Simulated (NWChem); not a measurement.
GeH3OBr; SMILES [OH][GeH2][Br]

```xyz
6

Ge    -0.3658    -0.9201    -0.0002
O      1.1588    -1.8500    -0.0603
Br     0.0850     1.3825    -0.0066
H     -1.0991    -1.2755    -1.3024
H     -1.1522    -1.1903     1.3036
H      1.7110    -1.6774     0.7191
```
Atoms are numbered in this order, from 1.

Computed with NWChem. Pople sets run with spherical d functions. Coordinates come from a B3LYP/6-31G* (spherical d) optimisation. Ions are spin-unrestricted doublets at the neutral geometry; other ion states weren't tried. Functional: LC-ωPBE (HJS hole) with 6-31G*; rows give the range parameter ω in 1/bohr.

```
range parameter (1/bohr)  vertical ionisation energy, ΔSCF (eV)  −ε(HOMO) (eV)  ΔSCF minus −ε(HOMO) (eV)
------------------------  -------------------------------------  -------------  ------------------------
0.15                                                      10.31           9.00                      1.31
0.25                                                        [?]            [?]                       [?]
0.35                                                      10.78          10.72                      0.06
0.60                                                      10.94          11.69                     -0.75
0.80                                                      11.00          12.01                     -1.01
```

Task: Complete the blanks.

Result: 
- 0.25, vertical ionisation energy, ΔSCF (eV): 10.62
- 0.25, −ε(HOMO) (eV): 10.01
- 0.25, ΔSCF minus −ε(HOMO) (eV): 0.61
